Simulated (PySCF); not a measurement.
Start geometry of `FB(F)[SiH2]C#C[SiH3]` from a GFN2-xTB structure with every atom displaced at random (by about 0.01 Å) (Å):
```
atom  x, y, z in Å
F1    -3.811   -0.414    0.650
B2    -2.880   -0.244   -0.257
F3    -3.119    0.799   -1.046
Si4   -1.260   -1.429   -0.410
C5     0.236   -0.424   -0.170
C6     1.223    0.270    0.002
Si7    2.750    1.300    0.254
H8    -1.253   -2.492    0.601
H9    -1.174   -2.061   -1.710
H10    3.336    0.923    1.547
H11    3.652    1.031   -0.845
H12    2.341    2.711    0.272
```

Q: What comes out of this run: PBE0-D3(BJ)/def2-SVP geometry optimisation, gas phase in PySCF?

A: 
```
atom  x, y, z in Å
F1    -3.794   -0.691    0.987
B2    -2.890   -0.346    0.093
F3    -3.112    0.769   -0.572
Si4   -1.242   -1.478   -0.275
C5     0.241   -0.400   -0.192
C6     1.224    0.328   -0.130
Si7    2.716    1.395   -0.044
H8    -1.117   -2.579    0.724
H9    -1.336   -2.067   -1.645
H10    3.459    1.097    1.215
H11    3.589    1.110   -1.219
H12    2.306    2.828   -0.058
```

The energy falls by 10.7 kJ/mol over 14 energy and gradient evaluations, the largest force component goes from 0.0223 to 2.8e-04 Eh/bohr, and the atoms move by 0.095 Å rms after alignment. The bond that changes most is Si4–H9 (SiH2 silicon to Si–H hydrogen), which lengthens by 0.046 Å. Bonds longer at the end by more than 0.005 Å: 9 of 11; shorter: 2. Among the angles that change most is F1–B2–F3, from 112.6° to 116.7°. Among the dihedrals that turn most is F1–B2–Si4–C5, from -119° to -129°. Rotational constants go from 3541, 582.0, 540.0 to 3655, 581.4, 535.2 MHz. The orientation of the end geometry is arbitrary; only internal coordinates are fixed.

The run used 131 basis functions and 92 SCF cycles in all. On one thread of an Arm Neoverse V1, shared host with 32 logical CPUs at a one-minute load of 28, this took 1.7 min wall and 0.53 GiB of memory at its peak.

Whether it is a minimum is left open (no frequencies). One conformer, not necessarily the lowest.
